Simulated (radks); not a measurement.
All-electron atom: the fluorine ion F6+ in [He] 2s1. Calculated with a radial shooting solver on a logarithmic mesh with Libxc functionals: scalar-relativistic Kohn-Sham, PBE, spin-polarised, spherical densities, finite nucleus; open shells are filled with parallel spins first; Fermi nuclear charge, rms radius 2.8976 fm.

Unscreened Slater integrals over Kohn-Sham orbitals (hartree). They are taken over the spin-up orbitals.

\begin{tabular}{lr}
integral & value \\ \hline
F0(2s,2s) & 1.1663 \\
F0(2s,1s) & 1.6297 \\
G0(2s,1s) & 0.15368 \\
F0(1s,1s) & 5.3814 \\
\end{tabular}
